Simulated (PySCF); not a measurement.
## Nuclear quadrupole coupling in `C=CC[P@@](C)(=O)C#CC`

Species: C7H11OP.
Geometry (GFN2-xTB, Å), atoms numbered from 1 in this order:
```
atom  x, y, z in Å
C1    -3.4620    0.3701    0.4760
C2    -2.4699    0.8293   -0.2650
C3    -1.0672    0.9793    0.2089
P4    -0.0255   -0.1676   -0.7971
C5    -0.5243   -1.8575   -0.3038
O6    -0.0976    0.0762   -2.2416
C7     1.5909    0.0336   -0.0997
C8     2.7190    0.2243    0.2764
C9     4.0606    0.4348    0.7637
H10   -3.3194    0.0977    1.5101
H11   -4.4596    0.2589    0.0873
H12   -2.6287    1.0945   -1.3022
H13   -0.6943    1.9872    0.0040
H14   -0.9650    0.7601    1.2714
H15   -0.3782   -2.0295    0.7582
H16   -1.5741   -1.9867   -0.5638
H17    0.0720   -2.5617   -0.8815
H18    4.6343   -0.4878    0.6805
H19    4.5489    1.2095    0.1734
H20    4.0350    0.7459    1.8078
```

Field gradients from the PBE0/pcSseg-1 density (PySCF, non-relativistic), principal values in atomic units, ordered |Vxx| ≤ |Vyy| ≤ |Vzz|:

```
atom      Vxx      Vyy     Vzz
  O6  -0.3689  -0.4881  0.8570
```

Task: Find the asymmetry η = (Vxx − Vyy)/Vzz and the couplings χ = eQV/h (234.96 MHz × Q in barn × V in au), with Q(17O) = −0.0256 b.

Result: 
```tsv
atom	environment	nucleus	η	χzz (MHz)	χxx (MHz)	χyy (MHz)
O6	phosphoryl oxygen	17O	0.14	-5.15	2.22	2.94
```

Task: What is Vzz at O6 in SI units (1 au = 9.71736 × 10²¹ V/m²)?

Result: 0.8570 au = 8.328 × 10²¹ V/m².

Task: What couplings would deuterons (Q(2H) = 0.00286 b) have in place of the hydrogens, at this geometry?

Result: 
```json
{"atom": "H10", "bonded to": "C1", "bond length (Å)": "1.079", "Vzz (au)": "0.3340", "η": "0.06", "χzz (kHz)": "224"}
{"atom": "H11", "bonded to": "C1", "bond length (Å)": "1.076", "Vzz (au)": "0.3385", "η": "0.05", "χzz (kHz)": "228"}
{"atom": "H12", "bonded to": "C2", "bond length (Å)": "1.082", "Vzz (au)": "0.3186", "η": "0.06", "χzz (kHz)": "214"}
{"atom": "H13", "bonded to": "C3", "bond length (Å)": "1.094", "Vzz (au)": "0.3009", "η": "0.01", "χzz (kHz)": "202"}
{"atom": "H14", "bonded to": "C3", "bond length (Å)": "1.090", "Vzz (au)": "0.3096", "η": "0.02", "χzz (kHz)": "208"}
{"atom": "H15", "bonded to": "C5", "bond length (Å)": "1.086", "Vzz (au)": "0.3202", "η": "0.01", "χzz (kHz)": "215"}
{"atom": "H16", "bonded to": "C5", "bond length (Å)": "1.089", "Vzz (au)": "0.3104", "η": "0.02", "χzz (kHz)": "209"}
{"atom": "H17", "bonded to": "C5", "bond length (Å)": "1.089", "Vzz (au)": "0.3136", "η": "0.01", "χzz (kHz)": "211"}
{"atom": "H18", "bonded to": "C9", "bond length (Å)": "1.090", "Vzz (au)": "0.3077", "η": "0.03", "χzz (kHz)": "207"}
{"atom": "H19", "bonded to": "C9", "bond length (Å)": "1.090", "Vzz (au)": "0.3075", "η": "0.03", "χzz (kHz)": "207"}
{"atom": "H20", "bonded to": "C9", "bond length (Å)": "1.090", "Vzz (au)": "0.3076", "η": "0.03", "χzz (kHz)": "207"}
```

One conformer (not necessarily the lowest) at the GFN2-xTB geometry, without solvent, vibrations or thermal averaging. GFN2-xTB bond lengths can be off by several hundredths of an ångström, more for odd bonds, and the gradients follow them. A larger basis could move these couplings by a tenth or more.
